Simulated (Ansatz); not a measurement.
A run for Ansatz (a first-principles code): R-PBE/def2-TZVPP on CH4 (SMILES C).

Ansatz 0.2 input:
```yaml
crystal:
  periodic: [false, false, false]
  atoms:
    - {symbol: C, position_ang: [0.00000000, 0.00000000, -0.00000000]}
    - {symbol: H, position_ang: [0.62892441, 0.62892441, 0.62892441]}
    - {symbol: H, position_ang: [-0.62892441, -0.62892441, 0.62892441]}
    - {symbol: H, position_ang: [0.62892442, -0.62892442, -0.62892441]}
    - {symbol: H, position_ang: [-0.62892442, 0.62892442, -0.62892441]}
basis:
  gaussian:
    orbitals: def2-TZVPP
hamiltonian:
  xc: {name: PBE}
scf: {lower_state_search: off}
```

It printed:

```
WARN ansatz: RAYON_NUM_THREADS=4 ignored (pool sized by the plan → 4); use --threads N
Functional definition: PBE
these checks for a lower state are left out or cut short: stability, starts, cluster_reference, orbital_swaps, neighbouring_geometries, increment
integrals: 0.01 GiB planned
416 factors; their error is unknown
mean field: 0.16 GiB planned
mean field evaluation 1: about -1093.6164 eV, gradient 5.8e1 eV
mean field evaluation 2: about -1085.6795 eV, gradient 7.3e1 eV
mean field evaluation 4: about -1101.1015 eV, gradient 2.3e-1 eV
mean field evaluation 8: about -1101.0893 eV, gradient 2.3e-3 eV
mean field -1101.08929375 eV, -40.4642852003 hartree, gradient 3.5e-6 eV, S^2 0.000000; 0 other end points of the search recorded, 0 dependent functions left out
reference -1101.08932195 eV, -40.4642862365 hartree; 5, 5 occupied and 82, 82 virtual orbitals, 416 factors
Total energy: -1101.08932195 eV, -40.4642862365 hartree
Checks for a lower state left out: stability, starts, cluster_reference, orbital_swaps, neighbouring_geometries, increment
```

The run converged.

Cost: around 0.6 core-seconds (rough).
